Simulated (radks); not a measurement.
Q: These are the eigenvalues of the occupied orbitals of an atom or ion with whole-number occupations (eV). Calculated with a radial shooting solver on a logarithmic mesh with Libxc functionals: Dirac Kohn-Sham, PBE, spin-unpolarised, spherical densities, finite nucleus; Fermi nuclear charge, rms radius of each element as measured or else 0.836 A^(1/3) + 0.57 fm.

| orbital | eigenvalue |
|---|---|
| 1s1/2 | -8919.766 |
| 2s1/2 | -1134.399 |
| 2p1/2 | -1002.553 |
| 2p3/2 | -982.0705 |
| 3s1/2 | -183.7107 |
| 3p1/2 | -142.4044 |
| 3p3/2 | -139.6779 |
| 3d3/2 | -71.1077 |
| 3d5/2 | -70.7486 |

Which element is it, and in what charge state? The configuration may be excited. Open shells, if any, fill j = l - 1/2 first.

A: Z = 29, copper, charge +4: Cu4+ in [Ar] 3d7. The list shows which subshells hold electrons but not how many an open one holds; the 1s level, -327.8 hartree, gives Z - s = 25.6 by -(Z - s)^2/2, which with screening and relativity narrows Z to a few neighbours, and the depths of the outer levels then fix element, charge and occupations together.
